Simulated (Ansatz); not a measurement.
One change: `Cl[CH]([GeH3])Br` becomes `BCC(Cl)Br`.

Ansatz, PBE0-D4/def2-TZVP geometries, multiplicity 1. Each molecule was computed in one conformer, which needn't be the lowest.

Scalar relativity is left out up to krypton.

```tsv
property	`Cl[CH]([GeH3])Br`
LUMO energy (B3LYP/def2-TZVPP) / eV	-1.12
LUMO energy (PBE/def2-TZVPP) / eV	-1.85
HOMO–LUMO gap (PBE0/def2-TZVPP) / eV	7.03
HOMO energy (PBE/def2-TZVPP) / eV	-6.64
HOMO–LUMO gap (ωB97M-V/def2-TZVPP) / eV	11.26
size of the dipole moment (PBE/def2-TZVPP) / D	1.52
```

(1) Give the same properties after the change, and the shifts. (Best estimate.)

Answers

(1) The calculation gave: 
```tsv
property	`BCC(Cl)Br`	shift
LUMO energy (B3LYP/def2-TZVPP) / eV	-2.03	-0.91
LUMO energy (PBE/def2-TZVPP) / eV	-2.84	-0.99
HOMO–LUMO gap (PBE0/def2-TZVPP) / eV	6.35	-0.68
HOMO energy (PBE/def2-TZVPP) / eV	-6.84	-0.20
HOMO–LUMO gap (ωB97M-V/def2-TZVPP) / eV	10.56	-0.70
size of the dipole moment (PBE/def2-TZVPP) / D	1.70	0.18
```

With PBE0 the HOMO falls by 0.25 eV and the LUMO falls by 0.93 eV, so the gap narrows by about 0.68 eV. PBE moves the HOMO by -0.20 eV and ωB97M-V by -0.30 eV. Dipoles are sizes alone; their direction can turn.

B3LYP here is the variant with VWN-RPA as its local correlation; programs differ in this.

Spin–orbit coupling is left out; it splits and shifts lone-pair levels of the heavy atoms by tenths of an eV.
